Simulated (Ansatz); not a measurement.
Program: Ansatz. Geometries: PBE0-D4/def2-TZVP. ΔE: electronic, gas phase. CCSD(T)/CBS adds triple-zeta CCSD(T) − MP2 to the extrapolated MP2 energy (def2 sets, frozen cores). This one scheme is used for every species. Functionals use def2-TZVPP. B3LYP here is the variant with VWN-RPA as its local correlation; programs differ in this. Each species was taken in one conformer, which may not be the lowest.

Reaction (formal exchange of groups at the Si–C bond): `CC(=S)[SiH2]O` + `COCN` → `COC[SiH2]O` + `CC(N)=S`

```
             level  ΔE (kJ/mol)  difference from CCSD(T)/CBS
            PBE-D4        -44.1                         -9.9
         r2SCAN-D4        -48.3                        -14.1
           PBE0-D4        -45.2                        -11.0
           ωB97X-V        -44.5                        -10.3
           ωB97M-V        -42.8                         -8.6
            r2SCAN        -48.3                        -14.1
              PBE0        -45.5                        -11.3
             B3LYP        -44.3                        -10.1
     HF/def2-TZVPP        -45.1                        -10.9
SCS-MP2/def2-TZVPP        -33.6                          0.6
CCSD(T)/def2-TZVPP        -32.3                          1.9
     HF/def2-QZVPP        -45.3                        -11.1
SCS-MP2/def2-QZVPP        -34.8                         -0.6
      HF/CBS(def2)        -45.4                        -11.2
     MP2/CBS(def2)        -37.0                         -2.8
    CCSD/CBS(def2)        -36.0                         -1.8
       CCSD(T)/CBS        -34.2                            0
```

Largest T1 diagnostic among the species: 0.016.

In def2-TZVPP, CCSD(T) changes the Hartree–Fock value by +12.8 kJ/mol (the triples alone add +1.7 kJ/mol) and MP2 by +10.1 kJ/mol.
